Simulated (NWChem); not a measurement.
System: BBr2Cl; SMILES ClB(Br)Br

Output (shortened):

```
             Northwest Computational Chemistry Package (NWChem) 7.3.0
             --------------------------------------------------------

 C2V symmetry detected

                             Geometry "geometry" -> ""
                             -------------------------

 Output coordinates in angstroms (scale by  1.889725989 to convert to a.u.)

  No.       Tag          Charge          X              Y              Z
 ---- ---------------- ---------- -------------- -------------- --------------
    1 B                    5.0000     0.00000000     0.00000000    -0.40645017
    2 Cl                  17.0000     0.00000000     0.00000000    -2.15635497
    3 Br                  35.0000    -1.65561800     0.00000000     0.55271836
    4 Br                  35.0000     1.65561800     0.00000000     0.55271836

 Effective nuclear repulsion energy (a.u.)     516.6143782136

      Symmetry information
      --------------------

 Group name             C2v
 Group number             16
 Group order               4
 No. of unique centers     3

                                 NWChem DFT Module
                                 -----------------

 Summary of "ao basis" -> "ao basis" (spherical)
 ------------------------------------------------------------------------------
       Tag                 Description            Shells   Functions and Types
 ---------------- ------------------------------  ------  ---------------------
 B                          def2-svp                 6       14   3s2p1d
 Cl                         def2-svp                 8       18   4s3p1d
 Br                         def2-svp                12       32   5s4p3d

      Symmetry analysis of basis
      --------------------------

        a1         38
        a2         12
        b1         29
        b2         17

            General Information
            -------------------
          SCF calculation type: DFT
          Wavefunction type:  closed shell.
          No. of atoms     :     4
          No. of electrons :    92
           Alpha electrons :    46
            Beta electrons :    46
          Charge           :     0
          Spin multiplicity:     1
          Use of symmetry is: on ; symmetry adaption is: on
          Maximum number of iterations: 150
          AO basis - number of functions:    96
                     number of shells:    38
          Convergence on energy requested:  1.00D-06
          Convergence on density requested:  1.00D-05
          Convergence on gradient requested:  5.00D-04

              XC Information
              --------------
                         B3LYP Method XC Potential
                     Hartree-Fock (Exact) Exchange  0.200
                        Slater Exchange Functional  0.800 local
                    Becke 1988 Exchange Functional  0.720 non-local
              Lee-Yang-Parr Correlation Functional  0.810
                  VWN I RPA Correlation Functional  0.190 local

             Grid Information
             ----------------
          Grid used for XC integration:  medium
          Radial quadrature: Mura-Knowles
          Angular quadrature: Lebedev.
          Tag              B.-S. Rad. Rad. Pts. Rad. Cut. Ang. Pts.
          ---              ---------- --------- --------- ---------
          B                   0.85       49           7.0       434
          Cl                  1.00       88           9.0       590
          Br                  1.15      112          10.0       590
          Grid pruning is: on
          Number of quadrature shells:   249
          Spatial weights used:  Erf1

      Superposition of Atomic Density Guess
      -------------------------------------

 Sum of atomic energies:       -5627.99913091

      Non-variational initial energy
      ------------------------------

 Total energy =   -5629.037395
 1-e energy   =   -8862.604800
 2-e energy   =    2716.953027
 HOMO         =      -0.364516
 LUMO         =       0.037501

      Symmetry analysis of molecular orbitals - initial
      -------------------------------------------------

  Numbering of irreducible representations:

     1 a1          2 a2          3 b1          4 b2

  Orbital symmetries:

     1 b1          2 a1          3 a1          4 a1          5 b1
     6 b1          7 a1          8 b1          9 a1         10 b2
    11 a2         12 a1         13 a1         14 b1         15 a1
    16 b1         17 b2         18 a1         19 a1         20 b1
    21 a1         22 b2         23 b1         24 a2         25 a1
    26 b1         27 a1         28 b2         29 a2         30 b1
    31 a1         32 b2         33 a2         34 b1         35 a1
    36 a1         37 b1         38 a1         39 a1         40 b1
    41 b2         42 b2         43 b1         44 a1         45 a2
    46 b1         47 b2         48 a1         49 a1         50 b1
    51 a1         52 b1         53 a1         54 b2         55 a1
    56 b1

   convergence    iter        energy       DeltaE   RMS-Dens  Diis-err
 ---------------- ----- ----------------- --------- --------- ---------
 d= 0,ls=0.0,diis     1  -5632.6556919373 -6.15D+03  1.59D-02  8.03D-01
 d= 0,ls=0.0,diis     2  -5632.5108381109  1.45D-01  1.11D-02  1.80D+00
 d= 0,ls=0.0,diis     3  -5632.7491957568 -2.38D-01  1.87D-03  3.34D-02
 d= 0,ls=0.0,diis     4  -5632.7542365379 -5.04D-03  3.60D-04  9.95D-04
 d= 0,ls=0.0,diis     5  -5632.7543821309 -1.46D-04  7.10D-05  3.28D-05
  Resetting Diis
 d= 0,ls=0.0,diis     6  -5632.7543862457 -4.11D-06  1.98D-05  2.86D-06
 d= 0,ls=0.0,diis     7  -5632.7543865874 -3.42D-07  6.16D-06  1.03D-07

         Total DFT energy =    -5632.754386587361
      One electron energy =    -8862.859104516810
           Coulomb energy =     2928.569652077270
    Exchange-Corr. energy =     -215.079312361431
 Nuclear repulsion energy =      516.614378213610

 Numeric. integr. density =       91.999995156463

                  Occupations of the irreducible representations
                  ----------------------------------------------

                     irrep           alpha         beta
                     --------     --------     --------
                     a1               19.0         19.0
                     a2                5.0          5.0
                     b1               15.0         15.0
                     b2                7.0          7.0

                       DFT Final Molecular Orbital Analysis
                       ------------------------------------

 Vector   44  Occ=2.000000D+00  E=-3.224184D-01  Symmetry=a1
              MO Center=  1.4D-14, -3.4D-15,  3.8D-01, r^2= 4.3D+00
   Bfn.  Coefficient  Atom+Function         Bfn.  Coefficient  Atom+Function
  ----- ------------  ---------------      ----- ------------  ---------------
    49      0.376856  3 Br pz                81      0.376856  4 Br pz
    46      0.356780  3 Br pz                78      0.356780  4 Br pz
    43     -0.234622  3 Br pz                75     -0.234622  4 Br pz
    27      0.185278  2 Cl pz                24      0.142315  2 Cl pz
    47      0.106008  3 Br px                79     -0.106008  4 Br px

 Vector   45  Occ=2.000000D+00  E=-3.133032D-01  Symmetry=a2
              MO Center= -1.1D-13, -2.8D-16,  5.3D-01, r^2= 4.1D+00
   Bfn.  Coefficient  Atom+Function         Bfn.  Coefficient  Atom+Function
  ----- ------------  ---------------      ----- ------------  ---------------
    48      0.431356  3 Br py                80     -0.431356  4 Br py
    45      0.390141  3 Br py                77     -0.390141  4 Br py
    42     -0.257359  3 Br py                74      0.257359  4 Br py
    39      0.083595  3 Br py                71     -0.083595  4 Br py
    10     -0.031603  1 B  d -2

 Vector   46  Occ=2.000000D+00  E=-2.934634D-01  Symmetry=b1
              MO Center= -1.6D-14, -3.7D-16,  2.6D-01, r^2= 4.6D+00
   Bfn.  Coefficient  Atom+Function         Bfn.  Coefficient  Atom+Function
  ----- ------------  ---------------      ----- ------------  ---------------
    49      0.339625  3 Br pz                81     -0.339625  4 Br pz
    46      0.312377  3 Br pz                78     -0.312377  4 Br pz
    47      0.243377  3 Br px                79      0.243377  4 Br px
    25     -0.226638  2 Cl px                44      0.225148  3 Br px
    76      0.225148  4 Br px                43     -0.204320  3 Br pz

 Vector   47  Occ=0.000000D+00  E=-6.992686D-02  Symmetry=b2
              MO Center=  3.0D-14, -2.5D-15, -3.6D-01, r^2= 3.0D+00
   Bfn.  Coefficient  Atom+Function         Bfn.  Coefficient  Atom+Function
  ----- ------------  ---------------      ----- ------------  ---------------
     5      0.633909  1 B  py                 8     -0.520940  1 B  py
    26      0.338303  2 Cl py                48      0.321447  3 Br py
    80      0.321447  4 Br py                45      0.180318  3 Br py
    77      0.180318  4 Br py                23      0.173511  2 Cl py
    42     -0.120060  3 Br py                74     -0.120060  4 Br py

 Vector   48  Occ=0.000000D+00  E= 2.435660D-02  Symmetry=a1
              MO Center=  9.4D-14, -7.1D-15,  4.0D-02, r^2= 4.1D+00
   Bfn.  Coefficient  Atom+Function         Bfn.  Coefficient  Atom+Function
  ----- ------------  ---------------      ----- ------------  ---------------
     3      1.278518  1 B  s                  2      0.743199  1 B  s
    47     -0.609386  3 Br px                79      0.609386  4 Br px
    37     -0.476812  3 Br s                 69     -0.476812  4 Br s
    27     -0.365256  2 Cl pz                49      0.282339  3 Br pz
    81      0.282339  4 Br pz                18     -0.273423  2 Cl s

 Vector   49  Occ=0.000000D+00  E= 9.451753D-02  Symmetry=b1
              MO Center=  1.4D-14, -3.9D-16, -8.6D-02, r^2= 3.9D+00
   Bfn.  Coefficient  Atom+Function         Bfn.  Coefficient  Atom+Function
  ----- ------------  ---------------      ----- ------------  ---------------
     7      1.001947  1 B  px                 4     -0.754813  1 B  px
    37      0.530859  3 Br s                 69     -0.530859  4 Br s
    47      0.470502  3 Br px                79      0.470502  4 Br px
    49     -0.467840  3 Br pz                81      0.467840  4 Br pz
    25     -0.333764  2 Cl px                36      0.278063  3 Br s

     Multipole analysis of the density
     ---------------------------------

     L   x y z        total         alpha         beta         nuclear
     -   - - -        -----         -----         ----         -------
     0   0 0 0     -0.000000    -46.000000    -46.000000     92.000000

     1   1 0 0      0.000000      0.000000      0.000000      0.000000
     1   0 1 0     -0.000000     -0.000000     -0.000000      0.000000
     1   0 0 1     -0.022012     -0.011006     -0.011006      0.000000

     2   2 0 0    -39.587569   -362.392709   -362.392709    685.197848
     2   1 1 0      0.000000      0.000000      0.000000      0.000000
     2   1 0 1      0.000000      0.000000      0.000000      0.000000
     2   0 2 0    -39.639389    -19.819694    -19.819694      0.000000
     2   0 1 1      0.000000      0.000000      0.000000      0.000000
     2   0 0 2    -39.866114   -200.733499   -200.733499    361.600883

                                 NWChem DFT Module
                                 -----------------

      Symmetry analysis of basis
      --------------------------

        a1         38
        a2         12
        b1         29
        b2         17

            General Information
            -------------------
          SCF calculation type: DFT
          Wavefunction type:  spin polarized.
          No. of atoms     :     4
          No. of electrons :    91
           Alpha electrons :    46
            Beta electrons :    45
          Charge           :     1
          Spin multiplicity:     2
          Use of symmetry is: on ; symmetry adaption is: on
          Maximum number of iterations: 150
          AO basis - number of functions:    96
                     number of shells:    38
          Convergence on energy requested:  1.00D-06
          Convergence on density requested:  1.00D-05
          Convergence on gradient requested:  5.00D-04

              XC Information
              --------------
                         B3LYP Method XC Potential
                     Hartree-Fock (Exact) Exchange  0.200
                        Slater Exchange Functional  0.800 local
                    Becke 1988 Exchange Functional  0.720 non-local
              Lee-Yang-Parr Correlation Functional  0.810
                  VWN I RPA Correlation Functional  0.190 local

             Grid Information
             ----------------
          Grid used for XC integration:  medium
          Radial quadrature: Mura-Knowles
          Angular quadrature: Lebedev.
          Tag              B.-S. Rad. Rad. Pts. Rad. Cut. Ang. Pts.
          ---              ---------- --------- --------- ---------
          B                   0.85       49           7.0       434
          Cl                  1.00       88           9.0       590
          Br                  1.15      112          10.0       590
          Grid pruning is: on
          Number of quadrature shells:   249
          Spatial weights used:  Erf1

      Superposition of Atomic Density Guess
      -------------------------------------

 Sum of atomic energies:       -5627.99913091

 Renormalizing density from      92.00 to     91

      Non-variational initial energy
      ------------------------------

 Total energy =   -5591.447929
 1-e energy   =   -8766.272139
 2-e energy   =    2658.209832
 HOMO         =      -0.661556
 LUMO         =      -0.231469

   Symmetry analysis of molecular orbitals - initial alpha
   -------------------------------------------------------

  Numbering of irreducible representations:

     1 a1          2 a2          3 b1          4 b2

  Orbital symmetries:

     1 b1          2 a1          3 a1          4 a1          5 b1
     6 b1          7 a1          8 b1          9 a1         10 b2
    11 a2         12 a1         13 a1         14 b1         15 a1
    16 b1         17 b2         18 a1         19 b1         20 a1
    21 b1         22 b2         23 a2         24 a1         25 a1
    26 b1         27 a1         28 b1         29 b2         30 a2
    31 a1         32 b2         33 a2         34 b1         35 a1
    36 a1         37 b1         38 a1         39 b1         40 a1
    41 b2         42 a1         43 a2         44 b1         45 b2
    46 b1         47 b2         48 a1         49 b1         50 a1
    51 a1         52 b1         53 a1         54 b2         55 a1
    56 b1

   Symmetry analysis of molecular orbitals - initial beta
   ------------------------------------------------------

  Numbering of irreducible representations:

     1 a1          2 a2          3 b1          4 b2

  Orbital symmetries:

     1 b1          2 a1          3 a1          4 a1          5 b1
     6 b1          7 a1          8 b1          9 a1         10 b2
    11 a2         12 a1         13 a1         14 b1         15 a1
    16 b1         17 b2         18 a1         19 b1         20 a1
    21 b1         22 b2         23 a2         24 a1         25 a1
    26 b1         27 a1         28 b1         29 b2         30 a2
    31 a1         32 b2         33 a2         34 b1         35 a1
    36 a1         37 b1         38 a1         39 b1         40 a1
    41 b2         42 a1         43 a2         44 b1         45 b2
    46 b1         47 b2         48 a1         49 b1         50 a1
    51 a1         52 b1         53 a1         54 b2         55 a1
    56 b1

[...]
```

Level: B3LYP/def2-SVP, vertical spin-unrestricted ions. Structure relaxed at the PBE-D3(BJ)/def2-SVP level.

Q: Write an input that gives this output.

A: One answer among several that fit: the input that was run:
```
start job
memory heap 200 mb stack 900 mb global 1100 mb
geometry units angstroms noautoz
  B     -0.406364    -0.006135     0.000000
  Cl    -2.156268    -0.004022     0.000000
  Br     0.552805    -0.005373     1.655618
  Br     0.552805    -0.005373    -1.655618
end
basis spherical
  * library def2-svp
end
dft
  xc b3lyp
  iterations 150
  vectors input atomic output neutral.movecs
end
task dft energy
charge 1
dft
  odft
  mult 2
  vectors input atomic output cation.movecs
end
task dft energy
```
